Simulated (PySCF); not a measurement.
C3H4ClFSi.

```xyz
10

F      2.9234     0.0643    -1.2117
C      2.2340    -0.3382    -0.1355
C      0.9486    -0.1261     0.0166
C     -0.3413     0.0148     0.1840
Si    -1.6554    -1.2163    -0.3929
Cl    -1.0038     1.4456     1.0013
H      2.8572    -0.8605     0.5986
H     -2.5697    -0.5292    -1.3451
H     -0.9762    -2.3642    -1.0516
H     -2.4299    -1.6760     0.7924
```
Charge 0, spin multiplicity 1.

The structure is a stationary point at B3LYP-D3(BJ)/def2-SVP. The structure was generated by enumeration, and PubChem lists no compound with its InChIKey, so it may never have been made.

Method: PBE/pcSseg-1 run with PySCF. Non-relativistic, no solvent.

Computed absolute GIAO shielding of each atom: isotropic value and principal components (ppm):
| atom | σ(iso) | σ11 | σ22 | σ33 | span |
|---|---|---|---|---|---|
| F1 | 297.4 | 205.2 | 292.9 | 394.1 | 188.9 |
| C2 | 39.7 | -21.8 | 53.5 | 87.3 | 109.1 |
| C3 | -31.1 | -61.0 | -29.5 | -2.8 | 58.2 |
| C4 | 58.4 | -12.5 | 61.7 | 126.1 | 138.6 |
| Si5 | 400.7 | 366.1 | 386.7 | 449.4 | 83.2 |
| Cl6 | 588.5 | 338.5 | 546.3 | 880.8 | 542.3 |
| H7 | 23.7 | 21.3 | 22.8 | 26.9 | 5.6 |
| H8 | 26.7 | 23.8 | 25.4 | 31.0 | 7.2 |
| H9 | 26.9 | 23.4 | 25.7 | 31.6 | 8.2 |
| H10 | 26.7 | 23.7 | 25.4 | 31.1 | 7.3 |
